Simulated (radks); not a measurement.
The numbers below are computed, except where a source is named.
The nuclear charge of the niobium ion Nb2+ is varied continuously with 39 electrons held in [Kr] 4d3. Code: a radial shooting solver on a logarithmic mesh with Libxc functionals. Model: Dirac Kohn-Sham, PBEsol, spin-unpolarised, spherical densities, finite nucleus; open shells are shared between the two j in proportion to 2j + 1; Fermi nuclear charge, rms radius 4.324 fm. By the Hellmann-Feynman theorem dE/dZ = E(electron-nucleus)/Z, the electronic potential at the nucleus (averaged over a nucleus of fixed radius).

Z = 40: E (hartree) -3596.58725; E(electron-nucleus)/Z (hartree) -216.908; HOMO 4d5/2; e(HOMO) (eV) -8.095; <r> HOMO (bohr) 2.279
Z = 40.25: E (hartree) -3651.04525; E(electron-nucleus)/Z (hartree) -218.755; HOMO 4d5/2; e(HOMO) (eV) -10.509; <r> HOMO (bohr) 2.144
Z = 40.5: E (hartree) -3705.96475; E(electron-nucleus)/Z (hartree) -220.600; HOMO 4d5/2; e(HOMO) (eV) -13.142; <r> HOMO (bohr) 2.033
Z = 40.75: E (hartree) -3761.34534; E(electron-nucleus)/Z (hartree) -222.444; HOMO 4d5/2; e(HOMO) (eV) -15.976; <r> HOMO (bohr) 1.938
Z = 41: E (hartree) -3817.18682; E(electron-nucleus)/Z (hartree) -224.288; HOMO 4d5/2; e(HOMO) (eV) -18.997; <r> HOMO (bohr) 1.856
Z = 41.25: E (hartree) -3873.48908; E(electron-nucleus)/Z (hartree) -226.131; HOMO 4d5/2; e(HOMO) (eV) -22.194; <r> HOMO (bohr) 1.784
Z = 41.5: E (hartree) -3930.25211; E(electron-nucleus)/Z (hartree) -227.974; HOMO 4d5/2; e(HOMO) (eV) -25.558; <r> HOMO (bohr) 1.720
Z = 41.75: E (hartree) -3987.47599; E(electron-nucleus)/Z (hartree) -229.817; HOMO 4d5/2; e(HOMO) (eV) -29.082; <r> HOMO (bohr) 1.663
Z = 42: E (hartree) -4045.16085; E(electron-nucleus)/Z (hartree) -231.662; HOMO 4d5/2; e(HOMO) (eV) -32.760; <r> HOMO (bohr) 1.611

The central difference of E at Z = 41 is -224.287 hartree, to compare with the third column; the second derivative is -7.37 hartree.
